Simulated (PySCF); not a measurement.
Compound: C7H7F.
InChI=1S/C7H7F/c1-6-4-2-3-5-7(6)8/h2-5H,1H3

Computed, not measured: B3LYP/def2-SVPD in PySCF (dipole) on a GFN2-xTB geometry, gas phase.

Take the most abundant isotopes and a rigid rotor. 

Q: Give the principal moments of inertia and the rotational constants in MHz.

A: Ia = 154.73, Ib = 229.36, Ic = 380.97 u·Å²; 505379 MHz·u·Å²/I gives A = 3266, B = 2203, C = 1327 MHz.

Q: What kind of rotor is it?

A: An asymmetric top. Ray's parameter κ = (2B − A − C)/(A − C) = -0.096; −1 is the prolate and +1 the oblate limit.

Q: What does the inertial defect say?

A: Not planar: Δ = Ic − Ia − Ib = -3.12 u·Å². For a rigid frame Δ = −2 Σ m c², so Σ m c² = 1.56 u·Å² lies off the ab plane, practically all of it from hydrogen. The atom farthest from that plane is 0.95 Å away.

Q: Give the other two planar moments, Paa and Pbb, and the rms extents of the mass along the axes.

A: Paa = Σ m a² = (Ib + Ic − Ia)/2 = 227.80 and Pbb = Σ m b² = (Ia + Ic − Ib)/2 = 153.17 u·Å². With the mass M = 110.05 u, the rms extents √(P/M) along a, b and c are 1.44, 1.18, 0.12 Å.

Q: Where do the levels up to J = 4 lie, in cm⁻¹?

A: Above 0(0,0):
J = 1: 1(0,1) 0.1177, 1(1,1) 0.1532, 1(1,0) 0.1824
J = 2: 2(0,2) 0.3412, 2(1,2) 0.3594, 2(1,1) 0.4472, 2(2,1) 0.5535, 2(2,0) 0.5656
J = 3: 3(0,3) 0.6554, 3(1,3) 0.6623, 3(1,2) 0.8344, 3(2,2) 0.9068, 3(2,1) 0.9578, 3(3,1) 1.1637, 3(3,0) 1.1671
J = 4: 4(0,4) 1.0555, 4(1,4) 1.0577, 4(1,3) 1.3288, 4(2,3) 1.3680, 4(2,2) 1.4891, 4(3,2) 1.6518, 4(3,1) 1.6732, 4(4,1) 1.9885, 4(4,0) 1.9893

Q: Predict some low-J microwave lines.

A: The dipole components are |μa| = 0.91 D, |μb| = 0.98 D, |μc| = 0.02 D. Intensities carry the squares of the components, which stand as 0.87 : 1.00 : 0.00 (a : b : c). Some lines, for components of 0.1 D or more:

```json
{"type": "a", "branch": "Q", "J(Ka,Kc)": "3(2,1) ← 3(2,2)", "MHz": "1531", "lower level (cm⁻¹)": "0.907"}
{"type": "a", "branch": "Q", "J(Ka,Kc)": "2(1,1) ← 2(1,2)", "MHz": "2631", "lower level (cm⁻¹)": "0.359"}
{"type": "b", "branch": "Q", "J(Ka,Kc)": "2(2,0) ← 2(1,1)", "MHz": "3551", "lower level (cm⁻¹)": "0.447"}
{"type": "b", "branch": "Q", "J(Ka,Kc)": "3(2,1) ← 3(1,2)", "MHz": "3702", "lower level (cm⁻¹)": "0.834"}
{"type": "b", "branch": "Q", "J(Ka,Kc)": "5(3,2) ← 5(2,3)", "MHz": "5374", "lower level (cm⁻¹)": "2.147"}
{"type": "a", "branch": "R", "J(Ka,Kc)": "2(1,2) ← 1(1,1)", "MHz": "6183", "lower level (cm⁻¹)": "0.153"}
{"type": "b", "branch": "Q", "J(Ka,Kc)": "3(2,2) ← 3(1,3)", "MHz": "7329", "lower level (cm⁻¹)": "0.662"}
{"type": "b", "branch": "Q", "J(Ka,Kc)": "4(3,2) ← 4(2,3)", "MHz": "8508", "lower level (cm⁻¹)": "1.368"}
{"type": "a", "branch": "R", "J(Ka,Kc)": "3(1,3) ← 2(1,2)", "MHz": "9080", "lower level (cm⁻¹)": "0.359"}
{"type": "b", "branch": "R", "J(Ka,Kc)": "3(1,3) ← 2(0,2)", "MHz": "9628", "lower level (cm⁻¹)": "0.341"}
{"type": "b", "branch": "R", "J(Ka,Kc)": "4(2,2) ← 3(3,1)", "MHz": "9756", "lower level (cm⁻¹)": "1.164"}
{"type": "b", "branch": "R", "J(Ka,Kc)": "5(3,2) ← 4(4,1)", "MHz": "10133", "lower level (cm⁻¹)": "1.988"}
{"type": "a", "branch": "Q", "J(Ka,Kc)": "5(1,4) ← 5(1,5)", "MHz": "11110", "lower level (cm⁻¹)": "1.543"}
{"type": "b", "branch": "R", "J(Ka,Kc)": "2(2,1) ← 1(1,0)", "MHz": "11125", "lower level (cm⁻¹)": "0.182"}
{"type": "a", "branch": "R", "J(Ka,Kc)": "3(1,2) ← 2(1,1)", "MHz": "11607", "lower level (cm⁻¹)": "0.447"}
{"type": "a", "branch": "R", "J(Ka,Kc)": "4(0,4) ← 3(0,3)", "MHz": "11995", "lower level (cm⁻¹)": "0.655"}
{"type": "b", "branch": "R", "J(Ka,Kc)": "3(2,2) ← 2(1,1)", "MHz": "13778", "lower level (cm⁻¹)": "0.447"}
{"type": "b", "branch": "R", "J(Ka,Kc)": "5(0,5) ← 4(1,4)", "MHz": "14534", "lower level (cm⁻¹)": "1.058"}
{"type": "a", "branch": "R", "J(Ka,Kc)": "5(1,5) ← 4(1,4)", "MHz": "14551", "lower level (cm⁻¹)": "1.058"}
{"type": "a", "branch": "R", "J(Ka,Kc)": "5(2,4) ← 4(2,3)", "MHz": "16857", "lower level (cm⁻¹)": "1.368"}
{"type": "b", "branch": "R", "J(Ka,Kc)": "3(3,1) ← 2(2,0)", "MHz": "17928", "lower level (cm⁻¹)": "0.566"}
{"type": "b", "branch": "R", "J(Ka,Kc)": "3(2,1) ← 2(1,2)", "MHz": "17939", "lower level (cm⁻¹)": "0.359"}
{"type": "a", "branch": "R", "J(Ka,Kc)": "5(4,2) ← 4(4,1)", "MHz": "18443", "lower level (cm⁻¹)": "1.988"}
{"type": "b", "branch": "R", "J(Ka,Kc)": "4(4,0) ← 3(3,1)", "MHz": "24753", "lower level (cm⁻¹)": "1.164"}
```

Whether it is a minimum is left open (no frequencies). These are rigid-rotor constants of the computed structure; measured ground-state constants (B0) also hold zero-point vibration. A rigid rotor knows nothing of internal rotation, which can split or shift real lines.
